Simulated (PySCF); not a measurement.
# Correlation energy of Ti (titanium, neutral)

[Ar] 3d2 4s1 4p1, one real determinant (an excited configuration). All numbers are calculated (PySCF 2.14, scalar relativity by spin-free X2C-1e, in aug-cc-pVTZ-DK). Frozen: [Ar]; 4 electrons correlated.

| level | correlation energy (mhartree) |
| --- | --- |
| CCSD | -21.96 |
| (T) | -0.59 |
| CCSD(T) | -22.55 |

Diagnostics: T1 = 0.013, D1 = 0.0266, largest double amplitude 0.064.

**Question.** Is a single reference adequate?

**Answer.** Yes: T1 lies below 0.03 and no double amplitude reaches 0.07.

The reference is one real determinant that mixes LS terms of this configuration.
